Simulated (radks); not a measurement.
Ionisation ladder of rhenium, from Re8+ to Re10+. Each ion is in the ground configuration listed by NIST, and IE = E(next ion) - E(this ion). All-electron calculation, Dirac Kohn-Sham, PBE, spin-unpolarised, spherical densities, point nucleus; open shells fill j = l - 1/2 first. Program: a radial shooting solver on a logarithmic mesh with Libxc functionals.

| species | configuration | IE, Delta-SCF (eV) | -e(HOMO) (eV) | HOMO |
|---|---|---|---|---|
| Re8+ | [Kr] 4d10 4f14 5s2 5p5 | 163.36 | 153.74 | 5p3/2 |
| Re9+ | [Kr] 4d10 4f14 5s2 5p4 | 182.87 | 173.04 | 5p3/2 |
| Re10+ | [Kr] 4d10 4f14 5s2 5p3 | ? | 192.75 | 5p3/2 |

Estimate the withheld Delta-SCF values.

Answer. Re10+: 202.77 eV (NIST 208).

Beside tabulated values, note that spin-unpolarised runs miss the spin-polarisation part of the exchange energy of open shells.
